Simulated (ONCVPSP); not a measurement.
PBE ONCV dataset for Lu (Z = 71), fully relativistic all-electron reference.

The input file (ONCVPSP 4.0.1):

```
# ATOM AND REFERENCE CONFIGURATION
# atsym  z   nc   nv     iexc    psfile
  Lu 71.00    9    5        4      upf
#
#   n    l    f
    1    0    2.00
    2    0    2.00
    2    1    6.00
    3    0    2.00
    3    1    6.00
    3    2   10.00
    4    0    2.00
    4    1    6.00
    4    2   10.00
    4    3   14.00
    5    0    2.00
    5    1    6.00
    5    2    1.00
    6    0    1.00
#
# PSEUDOPOTENTIAL AND OPTIMIZATION
# lmax
    3
#
#   l,   rc,      ep,       ncon, nbas, qcut
    0    1.80    0.00    4    8    6.60
    1    2.25    0.00    4    8    4.90
    2    3.45    0.00    4    9    4.70
    3    1.20    0.00    4    9   11.80
#
# LOCAL POTENTIAL
# lloc, lpopt,  rc(5),   dvloc0
    3    5    1.20    0.00
#
# VANDERBILT-KLEINMAN-BYLANDER PROJECTORs
# l, nproj, debl
    0    2    2.90
    1    2    2.50
    2    1    3.40
    3    0    1.30
#
# MODEL CORE CHARGE
# icmod, fcfact, rcfact
    1    0.55    0.00
#
# LOG DERIVATIVE ANALYSIS
# epsh1, epsh2, depsh
   -4.00    5.00    0.02
#
# OUTPUT GRID
# rlmax, drl
    6.00    0.01
#
# TEST CONFIGURATIONS
# ncnf
    4
# nvcnf
#   n    l    f
    5
    4    3   14.00
    5    0    2.00
    5    1    6.00
    5    2    1.00
    6    0    2.00
#
    5
    4    3   14.00
    5    0    2.00
    5    1    6.00
    5    2    1.00
    6    0    0.00
#
    5
    4    3   14.00
    5    0    2.00
    5    1    6.00
    5    2    0.00
    6    0    0.00
#
    6
    4    3   14.00
    5    0    2.00
    5    1    6.00
    5    2    1.00
    6    0    0.00
    6    1    1.00
#
```

Command:

```bash
oncvpspr.x < Lu.dat > Lu.out
```

Output (shortened: citation, most of the input echo, consistency checks and plot data are left out):

```
ONCVPSP  (Optimized Norm-Conservinng Vanderbilt PSeudopotential)
relativistic version 4.0.1

#   n    l    f        energy (Ha)
    1    0    2.00    -2.3215022D+03
    2    0    2.00    -3.9512562D+02
    2    1    6.00    -3.3602967D+02    -3.7710146D+02
    3    0    2.00    -8.9730349D+01
    3    1    6.00    -7.3006374D+01    -8.1766956D+01
    3    2   10.00    -5.7596223D+01    -5.9508594D+01
    4    0    2.00    -1.8059943D+01
    4    1    6.00    -1.2825773D+01    -1.4818771D+01
    4    2   10.00    -7.1384172D+00    -7.5022169D+00
    4    3   14.00    -5.7406465D-01    -6.3002560D-01
    5    0    2.00    -2.4854311D+00
    5    1    6.00    -1.3383779D+00    -1.5911808D+00
    5    2    1.00    -2.8352433D-01    -2.9800785D-01
    6    0    1.00    -3.7516151D-01

Reference configufation results
  iterations    40
  all-electron total energy (Ha)   -1.45808174D+04

Begin loop to  construct optimized pseudo wave functions
and semi-local pseudopoentials for all angular momenta

Calculating optimized projector #   1

 for l=   0

    Fraction of norm inside rc  0.931573
    Optimizing pswf for qcut=   6.61 a_B^-1,  ecut=  21.85 Ha
    Residual kinetic energy error=  8.00D-06 Ha

    Energy error per electron        Cutoff
         Ha          eV             Ha
         0.01000     0.27211       12.32
         0.00100     0.02721       16.11
         0.00010     0.00272       18.89
         0.00001     0.00027       22.37

Calculating optimized projector #   2

 for l=   0

    Fraction of norm inside rc  0.057901
    Optimizing pswf for qcut=   6.61 a_B^-1,  ecut=  21.85 Ha
    Residual kinetic energy error=  6.88D-06 Ha

    Energy error per electron        Cutoff
         Ha          eV             Ha
         0.01000     0.27211        9.49
         0.00100     0.02721       14.86
         0.00010     0.00272       18.37
         0.00001     0.00027       21.69

   Wellstate for l =  1  n =  7 kap= -2
     eigenvalue =   1.1616
     asymptotic potential =   1.6616
     half-point radius =  3.9787

Calculating optimized projector #   1

 for l=   1

    Fraction of norm inside rc  0.930275
    Optimizing pswf for qcut=   4.91 a_B^-1,  ecut=  12.04 Ha
    Residual kinetic energy error=  9.45D-06 Ha

    Energy error per electron        Cutoff
         Ha          eV             Ha
         0.01000     0.27211        6.88
         0.00100     0.02721        8.88
         0.00010     0.00272       10.60
         0.00001     0.00027       12.14

Calculating optimized projector #   2

 for l=   1

    Fraction of norm inside rc  0.160298
    Optimizing pswf for qcut=   4.91 a_B^-1,  ecut=  12.04 Ha
    Residual kinetic energy error=  3.64D-05 Ha

    Energy error per electron        Cutoff
         Ha          eV             Ha
         0.01000     0.27211        6.50
         0.00100     0.02721        8.65
         0.00010     0.00272       10.96
         0.00001     0.00027       34.37

   Wellstate for l =  1  n =  7 kap=  1
     eigenvalue =   0.9088

Calculating optimized projector #   1

 for l=   1

    Fraction of norm inside rc  0.958815
    Optimizing pswf for qcut=   4.91 a_B^-1,  ecut=  12.04 Ha
    Residual kinetic energy error=  5.93D-05 Ha

    Energy error per electron        Cutoff
         Ha          eV             Ha
         0.01000     0.27211        7.87
         0.00100     0.02721        9.89
         0.00010     0.00272       11.77
         0.00001     0.00027       27.38

Calculating optimized projector #   2

 for l=   1

    Fraction of norm inside rc  0.187308
    Optimizing pswf for qcut=   4.91 a_B^-1,  ecut=  12.04 Ha
    Residual kinetic energy error=  6.74D-05 Ha

    Energy error per electron        Cutoff
         Ha          eV             Ha
         0.01000     0.27211        7.63
         0.00100     0.02721       10.01
         0.00010     0.00272       11.76
         0.00001     0.00027       17.29

Calculating optimized projector #   1

 for l=   2

    Fraction of norm inside rc  0.811473
    Optimizing pswf for qcut=   4.70 a_B^-1,  ecut=  11.05 Ha
    Residual kinetic energy error=  1.19D-07 Ha

    Energy error per electron        Cutoff
         Ha          eV             Ha
         0.01000     0.27211        5.42
         0.00100     0.02721        7.03
         0.00010     0.00272        8.34
         0.00001     0.00027        9.33

Calculating optimized projector #   1

 for l=   2

    Fraction of norm inside rc  0.834088
    Optimizing pswf for qcut=   4.70 a_B^-1,  ecut=  11.05 Ha
    Residual kinetic energy error=  1.47D-07 Ha

    Energy error per electron        Cutoff
         Ha          eV             Ha
         0.01000     0.27211        5.56
         0.00100     0.02721        7.16
         0.00010     0.00272        8.42
         0.00001     0.00027        9.42

Calculating optimized projector #   1

 for l=   3

    Fraction of norm inside rc  0.883426
    Optimizing pswf for qcut=  11.81 a_B^-1,  ecut=  69.74 Ha
    Residual kinetic energy error=  3.41D-03 Ha

    Energy error per electron        Cutoff
         Ha          eV             Ha
         0.01000     0.27211       64.84
         0.00100     0.02721      152.03
         0.00010     0.00272      247.53
         0.00001     0.00027      372.13

Calculating optimized projector #   1

 for l=   3

    Fraction of norm inside rc  0.892294
    Optimizing pswf for qcut=  11.81 a_B^-1,  ecut=  69.74 Ha
    Residual kinetic energy error=  3.56D-03 Ha

    Energy error per electron        Cutoff
         Ha          eV             Ha
         0.01000     0.27211       65.00
         0.00100     0.02721      156.07
         0.00010     0.00272      248.20
         0.00001     0.00027      372.35

Construct Vanderbilt / Kleinmman-Bylander projectors

B matrix Hermiticity error, ll=  0  kap= -1
   1   2    2.3943D-04

  Orthonormal projector coefficients  2.5576E+01 -1.2886E+01

B matrix Hermiticity error, ll=  1  kap= -2
   1   2   -2.6609D-04

  Orthonormal projector coefficients  4.8859E+01  1.6353E+01

B matrix Hermiticity error, ll=  1  kap=  1
   1   2   -3.1988D-04

  Orthonormal projector coefficients  2.0512E+01 -1.4105E+01

 Orthonormal scalar projector coefficients, l =  1
  3.1805E+01  1.3911E+01 -1.1318E-01  8.0710E-03

 Orthonormal spin-orbit projector coefficients, l =  1
  3.9267E+01 -6.5848E-01  4.5891E-01  1.3624E-01

 Orthonormal scalar projector coefficients, l =  2
  7.2276E+01  4.8295E-03

 Orthonormal spin-orbit projector coefficients, l =  2
 -1.0747E+01  2.1653E-02

 Orthonormal scalar projector coefficients, l =  3

 Orthonormal spin-orbit projector coefficients, l =  3

Model core correction analysis
  based on d2Exc/dn_idn_j

d2excae - all-electron derivatives

   -1.855220D-02   -9.494879D-03   -6.893080D-03   -2.213041D-03
   -1.004737D-03
   -9.494796D-03   -2.057103D-02   -1.770789D-02   -6.388416D-03
   -1.543254D-03
   -6.892937D-03   -1.770795D-02   -1.786001D-02   -9.553184D-03
   -2.928359D-03
   -2.218145D-03   -6.392613D-03   -9.587988D-03   -1.462195D-02
   -1.225178D-02
   -1.017710D-03   -1.552447D-03   -3.009565D-03   -1.260808D-02
   -1.628295D-02

d2excps - pseudofunction derivatives with no core correction

   -3.595410D-02   -1.850631D-02   -1.304495D-02   -2.566034D-03
   -1.849559D-03
   -1.850625D-02   -2.499646D-02   -2.226512D-02   -7.762806D-03
   -1.826468D-03
   -1.304476D-02   -2.226509D-02   -2.269806D-02   -1.247109D-02
   -3.699937D-03
   -2.573322D-03   -7.768550D-03   -1.252125D-02   -2.083650D-02
   -1.574116D-02
   -1.868139D-03   -1.839273D-03   -3.816379D-03   -1.625732D-02
   -2.002808D-02

rms 2nd derivative error    5.394783E-03

Polynomial model core charge

d2excps - pseudofunction derivatives with core correction

   -2.487939D-02   -1.464290D-02   -1.067813D-02   -2.494272D-03
   -1.453291D-03
   -1.464279D-02   -2.264281D-02   -2.059955D-02   -7.645413D-03
   -1.633502D-03
   -1.067790D-02   -2.059954D-02   -2.156367D-02   -1.237780D-02
   -3.566241D-03
   -2.501563D-03   -7.651153D-03   -1.242796D-02   -2.080850D-02
   -1.572914D-02
   -1.471859D-03   -1.646330D-03   -3.682685D-03   -1.624529D-02
   -2.000503D-02

rms 2nd derivative error    3.190753E-03

Pseudoatom total energy -259.027984

Diagnostic tests using Vanderbilt-Kleinman-Bylander pseudopotentials
  relativistic with J = L +/- 1/2 projectors

   l  kap   rcore       rmatch      e in        delta e    norm test   slope test

   0  -1   1.8059575   1.8607902  -2.4854311  -0.0000050   1.0001894   1.0001824
   0  -1   1.8059575   1.8607902  -0.3751615   0.0000028   1.0000324   1.0000326

   1  -2   2.2533715   2.3217888  -1.3383779  -0.0000997   0.9994651   0.9994030
   1   1   2.2533715   2.3217888  -1.5911808   0.0000013   0.9999306   0.9999259
   1  -2   2.2533715   2.3217888   1.1616221   0.0000240   1.0001063   1.0001063
   1   1   2.2533715   2.3217888   1.1077812   0.0000140   1.0001581   1.0001581

   2  -3   3.4664697   3.5717193  -0.2835243  -0.0000004   0.9999984   1.0000048
   2   2   3.4664697   3.5717193  -0.2980078  -0.0000000   1.0000003   0.9999989

   3  -4   1.2023885   1.2388957  -0.5740647  -0.0237473   1.0096707   0.9955633
   3   3   1.2023885   1.2388957  -0.6300256   0.0322137   0.9871409   1.0055032

Diagnostic tests using Vanderbilt-Kleinman-Bylander pseudopotentials
  relativistic with scalar and spin-orbit non-local projectors

   l  kap   rcore       rmatch      e in        delta e    norm test   slope test

   0  -1   1.8059575   1.8607902  -2.4854311  -0.0000050   1.0001894   1.0001824
   0  -1   1.8059575   1.8607902  -0.3751615   0.0000028   1.0000324   1.0000326

   1  -2   2.2533715   2.3217888  -1.3383779  -0.0015950   1.0041868   1.0031491
   1   1   2.2533715   2.3217888  -1.5911808  -0.0019008   1.0012814   1.0003322
   1  -2   2.2533715   2.3217888   1.1616221  -0.0021793   1.0000399   1.0000399
   1   1   2.2533715   2.3217888   1.1077812  -0.0018587   1.0001006   1.0001006

   2  -3   3.4664697   3.5717193  -0.2835243  -0.0012485   1.0034798   0.9971003
   2   2   3.4664697   3.5717193  -0.2980078  -0.0013668   1.0038515   0.9976564

   3  -4   1.2023885   1.2388957  -0.5740647  -0.0237473   1.0096707   0.9955633
   3   3   1.2023885   1.2388957  -0.6300256   0.0322137   0.9871409   1.0055032

Ghost test for J = L + 1/2

 Testing for bound ghosts
   n   l    E NL Schr. Eq   E Basis Diag.   E Cutoff

       0                      -15.307012     81.00  WARNING - GHOST(-)
   1   0       -2.485436       -2.477250     81.00
   2   0       -0.375159       -0.329675     81.00

   2   1       -1.338478       -1.326422     60.03

   3   2       -0.283525       -0.276423     28.72

 Testing for highly-localized positive-energy ghosts
       l    <radius>/rc     E Basis Diag.   E Cutoff

       1        0.362051       27.433309     60.03  WARNING - GHOST(+)

       1        0.509031       67.793174     60.03  WARNING - GHOST(+)

       2        0.320392       48.048640     28.72  WARNING - GHOST(+)

Ghost test for J = L - 1/2

 Testing for bound ghosts
   n   l    E NL Schr. Eq   E Basis Diag.   E Cutoff

       0                      -15.307012     81.00  WARNING - GHOST(-)
   1   0       -2.485436       -2.477250     81.00
   2   0       -0.375159       -0.329675     81.00

       1                       -1.778067     60.03  WARNING - GHOST(-)
   2   1       -1.591179       -1.571400     60.03

   3   2       -0.298008       -0.290092     28.72

 Testing for highly-localized positive-energy ghosts
       l    <radius>/rc     E Basis Diag.   E Cutoff

       2        0.263196       68.061361     28.72  WARNING - GHOST(+)

Test configuration 0

   n   l kap    f        eae           eps        diff
   1   0  -1  2.0000-2321.50221007
   2   0  -1  2.0000 -395.12561701
   2   1  -2  4.0000 -336.02966918
   2   1   1  2.0000 -377.10145659
   3   0  -1  2.0000  -89.73034922
   3   1  -2  4.0000  -73.00637440
   3   1   1  2.0000  -81.76695569
   3   2  -3  6.0000  -57.59622340
   3   2   2  4.0000  -59.50859386
   4   0  -1  2.0000  -18.05994270
   4   1  -2  4.0000  -12.82577308
   4   1   1  2.0000  -14.81877057
   4   2  -3  6.0000   -7.13841718
   4   2   2  4.0000   -7.50221694
   4   3  -4  8.0000   -0.57406465   -0.59781192   -2.37E-02
   4   3   3  6.0000   -0.63002560   -0.59781192    3.22E-02
   5   0  -1  2.0000   -2.48543109   -2.48543605   -4.96E-06
   5   1  -2  4.0000   -1.33837792   -1.33847766   -9.97E-05
   5   1   1  2.0000   -1.59118080   -1.59117948    1.32E-06
   5   2  -3  0.6000   -0.28352433   -0.28352469   -3.65E-07
   5   2   2  0.4000   -0.29800785   -0.29800786   -7.92E-09
   6   0  -1  1.0000   -0.37516151   -0.37515872    2.79E-06

    Total energies and differences
      AE_ref= -1.45808174E+04  AE_tst= -1.45808174E+04  dif=  0.00E+00
      PS_ref= -2.59027984E+02  PS_tst= -2.59027984E+02  dif=  4.11E-08
      PSP excitation error= -4.11E-08

Test configuration 1

psatom_r: WARNING lschvkbb convergence error n,l,kap,iter=   2   1  -2

ea(ii),et,emin,emax -1.324461E+00 -1.355131E+00 -1.355131E+00 -1.355131E+00

psatom_r: WARNING lschvkbb convergence error n,l,kap,iter=   4   3  -4

ea(ii),et,emin,emax -5.976458E-01 -5.378812E-01 -5.378812E-01 -5.378812E-01

psatom_r: WARNING lschvkbb convergence error n,l,kap,iter=   1   0  -1

ea(ii),et,emin,emax -2.475482E+00 -2.227934E+00 -2.227934E+00 -2.227934E+00

psatom_r: WARNING lschvkbb convergence error n,l,kap,iter=   2   1  -2

ea(ii),et,emin,emax -1.324461E+00 -1.456907E+00 -1.456907E+00 -1.456907E+00

psatom_r: WARNING lschvkbb convergence error n,l,kap,iter=   3   2  -3

ea(ii),et,emin,emax -2.681886E-01 -2.413697E-01 -2.413697E-01 -2.413697E-01

psatom_r: WARNING lschvkbb convergence error n,l,kap,iter=   2   0  -1

ea(ii),et,emin,emax -3.620627E-01 -3.258564E-01 -3.258564E-01 -3.258564E-01
run_config_r: WARNING for fully non-local PS atom,
 WARNING no output for configuration 2

Test configuration 2

psatom_r: WARNING lschvkbb convergence error n,l,kap,iter=   4   3  -4

ea(ii),et,emin,emax -6.148020E-01 -5.533218E-01 -5.533218E-01 -5.533218E-01

psatom_r: WARNING lschvkbb convergence error n,l,kap,iter=   2   1  -2

ea(ii),et,emin,emax -1.352804E+00 -1.403304E+00 -1.403304E+00 -1.403304E+00

psatom_r: WARNING lschvkbb convergence error n,l,kap,iter=   4   3  -4

ea(ii),et,emin,emax -6.148020E-01 -5.533218E-01 -5.533218E-01 -5.533218E-01

psatom_r: WARNING lschvkbb convergence error n,l,kap,iter=   1   0  -1

ea(ii),et,emin,emax -2.458548E+00 -2.704402E+00 -2.704402E+00 -2.704402E+00

psatom_r: WARNING lschvkbb convergence error n,l,kap,iter=   2   1  -2

ea(ii),et,emin,emax -1.352804E+00 -1.488085E+00 -1.488085E+00 -1.488085E+00

psatom_r: WARNING lschvkbb convergence error n,l,kap,iter=   3   2  -3

ea(ii),et,emin,emax -2.956474E-01 -2.660827E-01 -2.660827E-01 -2.660827E-01

psatom_r: WARNING lschvkbb convergence error n,l,kap,iter=   2   0  -1

ea(ii),et,emin,emax -3.847951E-01 -4.232746E-01 -4.232746E-01 -4.232746E-01
run_config_r: WARNING for fully non-local PS atom,
 WARNING no output for configuration 3

Test configuration 3

psatom_r: WARNING lschvkbb convergence error n,l,kap,iter=   4   3  -4

ea(ii),et,emin,emax -6.341772E-01 -5.707594E-01 -5.707594E-01 -5.707594E-01

psatom_r: WARNING lschvkbb convergence error n,l,kap,iter=   2   1  -2

ea(ii),et,emin,emax -1.371351E+00 -1.508486E+00 -1.508486E+00 -1.508486E+00

psatom_r: WARNING lschvkbb convergence error n,l,kap,iter=   4   3  -4

ea(ii),et,emin,emax -6.341772E-01 -5.707594E-01 -5.707594E-01 -5.707594E-01

psatom_r: WARNING lschvkbb convergence error n,l,kap,iter=   1   0  -1

ea(ii),et,emin,emax -2.303974E+00 -2.534371E+00 -2.534371E+00 -2.534371E+00

psatom_r: WARNING lschvkbb convergence error n,l,kap,iter=   2   1  -2

ea(ii),et,emin,emax -1.371351E+00 -1.508486E+00 -1.508486E+00 -1.508486E+00

psatom_r: WARNING lschvkbb convergence error n,l,kap,iter=   3   2  -3

ea(ii),et,emin,emax -2.955666E-01 -2.660100E-01 -2.660100E-01 -2.660100E-01

psatom_r: WARNING lschvkbb convergence error n,l,kap,iter=   2   0  -1

ea(ii),et,emin,emax -3.837203E-01 -4.220923E-01 -4.220923E-01 -4.220923E-01
run_config_r: WARNING for fully non-local PS atom,
 WARNING no output for configuration 4

Test configuration 4

psatom_r: WARNING lschvkbb convergence error n,l,kap,iter=   4   3  -4

ea(ii),et,emin,emax -6.148020E-01 -5.533218E-01 -5.533218E-01 -5.533218E-01

psatom_r: WARNING lschvkbb convergence error n,l,kap,iter=   2   1  -2

ea(ii),et,emin,emax -1.352804E+00 -1.403304E+00 -1.403304E+00 -1.403304E+00

psatom_r: WARNING lschvkbb convergence error n,l,kap,iter=   4   3  -4

ea(ii),et,emin,emax -6.148020E-01 -5.533218E-01 -5.533218E-01 -5.533218E-01

psatom_r: WARNING lschvkbb convergence error n,l,kap,iter=   1   0  -1

ea(ii),et,emin,emax -2.458548E+00 -2.704402E+00 -2.704402E+00 -2.704402E+00

psatom_r: WARNING lschvkbb convergence error n,l,kap,iter=   2   1  -2

ea(ii),et,emin,emax -1.352804E+00 -1.488085E+00 -1.488085E+00 -1.488085E+00

psatom_r: WARNING lschvkbb convergence error n,l,kap,iter=   3   2  -3

ea(ii),et,emin,emax -2.956474E-01 -2.660827E-01 -2.660827E-01 -2.660827E-01

psatom_r: WARNING lschvkbb convergence error n,l,kap,iter=   2   0  -1

ea(ii),et,emin,emax -3.847951E-01 -4.232746E-01 -4.232746E-01 -4.232746E-01
run_config_r: WARNING for fully non-local PS atom,
 WARNING no output for configuration 5
```

Note: ghosts flagged at negative energy: s at -416.5 eV, p1/2 at -48.4 eV; GHOST(+) flags only above 600 eV. A true bound ghost makes a file unfit for plane-wave use. The potential misses its own reference levels by up to 0.9 eV.

The run took about 8.9 s on one core of a shared server CPU.
